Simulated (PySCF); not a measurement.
**Correlation energy of Al+ (aluminium, charge +1)**

[Ne] 3s2, closed-shell 1S. All numbers are calculated (PySCF 2.14, the non-relativistic Hamiltonian (point nucleus), in dyall-acv3z). Frozen: 1s2; 10 electrons correlated; the 18 highest virtual orbitals of each spin left out.

```json
{"level": "CCSD", "correlation energy (mhartree)": "-331.96"}
{"level": "(T)", "correlation energy (mhartree)": "-4.04"}
{"level": "CCSD(T)", "correlation energy (mhartree)": "-336.00"}
```

Diagnostics: T1 = 0.0077, D1 = 0.0235, largest double amplitude 0.100.

Is a single reference adequate?

Mostly. T1 lies below 0.03, but a double amplitude of this size points to a near-degeneracy that CCSD handles and MP2 describes poorly.
